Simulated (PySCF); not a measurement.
A structure optimised at ωB97X-D3(BJ)/def2-SVP, used in a PySCF frequency run:

```
C
C 1 1.3405
H 2 1.0967 1 122.65
H 2 1.0979 3 115.79 1 -178.72
H 1 1.0987 2 117.29 3 -1.05
B 1 1.5746 5 119.02 2 176.86
N 6 1.3980 1 120.80 5 149.90
H 7 1.0119 6 123.19 1 177.56
H 7 1.0135 8 113.98 6 -179.00
H 6 1.2137 7 117.96 8 -1.86
```

Question: Write its SMILES and formula.

Answer: C=CBN, C2H6BN

Question: What are its rotational constants (standard atomic weights)?

Answer: 19.535, 5.1867, 4.1962 GHz
